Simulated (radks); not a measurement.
These are the eigenvalues of the occupied orbitals of an atom or ion with whole-number occupations (hartree). Method: Dirac Kohn-Sham, PBE, spin-unpolarised, spherical densities, point nucleus; computed with a radial shooting solver on a logarithmic mesh with Libxc functionals.

orbital  eigenvalue
1s1/2     -1713.748
2s1/2     -279.8906
2p1/2     -265.2754
2p3/2     -243.1202
3s1/2     -61.30714
3p1/2     -55.02243
3p3/2     -50.53632
3d3/2     -39.64638
3d5/2     -38.67214
4s1/2     -12.17365
4p1/2      -9.76493
4p3/2      -8.78084
4d3/2      -4.81999
4d5/2      -4.64428
5s1/2      -1.58454
5p1/2      -0.94202
5p3/2      -0.81285
6s1/2      -0.13147
4f5/2      -0.09417

Which element is it, and in what charge state? The configuration may be excited. Open shells, if any, fill j = l - 1/2 first.

Answer. Z = 62, samarium, charge 0: Sm in [Xe] 4f6 6s2. The list shows which subshells hold electrons but not how many an open one holds; the 1s level, -1713.7 hartree, gives Z - s = 58.5 by -(Z - s)^2/2, which with screening and relativity narrows Z to a few neighbours, and the depths of the outer levels then fix element, charge and occupations together.
